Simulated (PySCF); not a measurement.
## Si₄⁺: from structure and modes to constants

Method: PySCF, UPBE0, basis Si def2-TZVP (no relativity, density fitting).

The doublet minimum has D2h symmetry. Masses (u): Si 27.97693.

```xyz
4
charge 1 multiplicity 2, angstrom
Si    0.9286    0.9353    0.0000
Si   -1.3220    1.3126    0.0000
Si   -0.9286   -0.9353    0.0000
Si    1.3220   -1.3126    0.0000
```

Harmonic wavenumbers (cm⁻¹): 86.5 (b3u, ×1), 282.3 (ag, ×1), 302.0 (b2u, ×1), 455.4 (b1u, ×1), 467.3 (ag, ×1), 482.5 (b3g, ×1).

Task: Find the principal moments of inertia and the rotational constants. What kind of rotor is it?

Result: About the centre of mass I = 97.201, 194.19, 291.39 u Å². With B = 16.8576/I this gives 0.1734, 0.08681, 0.05785 cm⁻¹. The molecule is an asymmetric top with κ = -0.50.

Task: What is the harmonic zero-point energy?

Result: Half the sum of all 6 wavenumbers, 2076/2 = 1038 cm⁻¹, which is 12.4 kJ/mol (1 cm⁻¹ = 0.0119627 kJ/mol).

Task: Find the vibrational entropy and heat capacity at 298.15 K.

Result: With u = 1.43878 ω/T, each mode gives S = R[u/(eᵘ−1) − ln(1−e⁻ᵘ)] and C = R u² eᵘ/(eᵘ−1)².
```
ω (cm⁻¹)      u  S (J/(mol K))  C (J/(mol K))
    86.5  0.417          15.64           8.19
   282.3  1.362           6.36           7.14
   302.0  1.457           5.88           6.99
   455.4  2.198           3.26           5.64
   467.3  2.255           3.12           5.53
   482.5  2.328           2.94           5.39
```
The sums over all modes are S = 37.2 and C = 38.9 J/(mol K); the softest mode gives 42 % of the entropy.

Task: Give the standard entropy (298.15 K, 1 bar) by its translational, rotational, vibrational and spin parts, and Cp.

Result: Sackur–Tetrode with M = 111.91 u gives 167.7; rotation with symmetry number 4 gives 101.5; vibration 37.2; spin R ln 2 = 5.8. The total is 312.2 J/(mol K), and Cp = 4 R + 38.9 = 72.1 J/(mol K).

Other isomers or separated fragments may lie lower.
